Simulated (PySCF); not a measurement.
Molecule: `CN(C)C(=O)N(C)C`, C5H12N2O.

Atom-mapped SMILES (the numbers label the heavy atoms): `[CH3:1][N:2]([CH3:3])[C:4](=[O:5])[N:6]([CH3:7])[CH3:8]`. Hydrogens are named by the atom that carries them.

Geometry PBE0-D3(BJ)/def2-SVP throughout; GIAO in PySCF, gas phase, one conformer, non-relativistic; equivalent atoms averaged; functional PBE0.

For orientation, cc-pVDZ gives these absolute shieldings σ: C4 40.3, C1/C3/C7/C8 159.3, N2/N6 195.4, O5 8.1, H(C1)/H(C3)/H(C7)/H(C8) 28.74 ppm.

A run gave: C4 20.0, C1/C3/C7/C8 148.5, N2/N6 182.4, O5 -11.4, H(C1)/H(C3)/H(C7)/H(C8) 28.80 ppm (absolute shieldings σ).

Q: Which basis set was used in that run?
A. 6-31G*
B. pcSseg-1
C. def2-TZVP
D. pcSseg-0
E. def2-SVP

A: C. O5 tells them apart best: def2-TZVP gives -11.4, pcSseg-0 gives -51.1, def2-SVP gives 7.7, 6-31G* gives 15.8, pcSseg-1 gives -22.9 ppm.
